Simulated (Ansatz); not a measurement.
System: sum formula BNH$_{2}$Cl$_{2}$, charge 0, multiplicity 1. SMILES: ClB(N)Cl
Geometry from a B3LYP-D3(BJ)/def2-TZVP (Ansatz, an electronic-structure program) optimisation:
```xyz
6

N     -1.7061    -0.3020     0.0927
B     -0.3439    -0.0609     0.0187
Cl     0.2555     1.5570    -0.3781
Cl     0.8112    -1.3682     0.3201
H     -2.0820    -1.2082     0.3154
H     -2.3906     0.4165    -0.0724
```

Quantity: atomisation energy (electronic, to ground-state atoms), in eV. Correlated levels leave the core frozen unless marked. Open shells are spin-unrestricted. No spin-orbit coupling. No relativistic terms. The coupled-cluster limit lacks core correlation, which all-electron functionals hold. Basis-set limits of correlation are two-point, X^-3; Hartree-Fock from the larger set (for Q and 5 zeta extrapolated as (X+1)exp(-9√X)).

```
level                                                             program  atomisation energy (eV)  minus last row
---------------------------------------------------------  --------------  -----------------------  --------------
revPBE-D3(BJ)/def2-TZVPD                                   Ansatz + dftd3                    22.84            0.03
LC-wPBE/def2-TZVPD                                                 Ansatz                    22.81            0.00
PBE-QIDH/def2-TZVPD                                                Ansatz                    22.82            0.01
RI-MP2/aug-cc-pV(Q+d)Z                                             Ansatz                    23.34            0.53
CCSD(T)/cc-pV(T+d)Z                                                Ansatz                    22.04           -0.77
CCSD(T) with core electrons (1s frozen past Ne)/cc-pwCVTZ          Ansatz                    22.19           -0.62
CCSD(T)/CBS(cc-pV(Q+d)Z,cc-pV(5+d)Z)                               Ansatz                    22.81            0.00
```
